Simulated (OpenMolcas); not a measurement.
## V2+, Nb2+, Ta2+: d³ down the group

| Property | Result |
| --- | --- |
| Program | OpenMolcas |
| Method | SS-RASPT2, IPEA 0.25 Eh, imaginary shift 0.1 Eh |
| Basis | ANO-RCC-VTZP |
| Scalar Hamiltonian | DKH2, point nucleus |
| Spin-orbit coupling | RASSI with atomic mean-field integrals over the reference wave functions, term energies averaged over their components |

Active space for each ion: 3 electrons in 9 orbitals (RAS2 d s; RAS3 p, at most 2 electrons); closed shells correlated by CASPT2: V2+ 3s 3p; Nb2+ 4s 4p; Ta2+ 5s 5p.

Computed levels in cm-1 above ⁴F_3/2:

```
                               Level    V2+   Nb2+   Ta2+
                              ⁴F_5/2    163    537   2800
                              ⁴F_7/2    385   1224   5350
                              ⁴F_9/2    663   2020   7400
                              ⁴P_1/2  11780   8850  13820
                              ⁴P_5/2  12040   9800  15210
                              ²G_7/2  12200   9720  12380
                              ²P_1/2  15620  10990   8270
                              ²H_9/2  17310  13680  19650
                             ²H_11/2  17490  14040  19530
weight of ⁴F in the lowest level (%)    100     99     83
```

Mixed levels, with the weight of the term that names them: Ta2+ ⁴P_5/2 (73 %), Ta2+ ²H_9/2 (58 %).

Measured, with the error of the calculation in %. Measured levels: V2+ from Sugar and Corliss, J. Phys. Chem. Ref. Data 7, 1191 (1978); Nb2+ from the list in Shadmi, J. Res. Natl. Bur. Stand. 70A, 435 (1966).

```csv
Level,V2+,Nb2+
⁴F_5/2,146 (+11.7),516 (+4.2)
⁴F_7/2,342 (+12.8),1177 (+4.1)
⁴F_9/2,584 (+13.6),1939 (+3.9)
⁴P_1/2,11514 (+2.3),8664 (+2.2)
⁴P_5/2,11770 (+2.3),9594 (+2.1)
²G_7/2,11966 (+1.9),9236 (+5.2)
²P_1/2,15580 (+0.3),
²H_9/2,16811 (+2.9),12916 (+5.9)
²H_11/2,16978 (+3.0),13264 (+5.8)
```

The fine-structure level ⁴F_9/2 changes by a factor of 11.2 from V2+ to Ta2+.

Without spin-orbit coupling ⁴P lies 11560, 8320, 8610 cm-1 above ⁴F in that order; the difference to the level ⁴P_1/2, of either sign, comes from spin-orbit coupling, which also lowers the zero.

CASPT2 breaks the degeneracy within a term, and the mean is taken; among the terms shown or strongly mixed into the levels shown the widest spread is 600 cm-1 (3d³ ⁴F, V2+). Terms from blocks run as CI alone lack orbitals of their own. Some high roots are left out of the spin-orbit mixing, which shifts the levels that they would mix with (holds for Ta2+). Measured partners are found by configuration, term and J. A level has none where our copy of the source lacks it or the pairing is in doubt (some pairs that miss far off the trend of their configuration count as doubtful), and it then counts in no deviation. Levels of configurations outside the active space are missing.
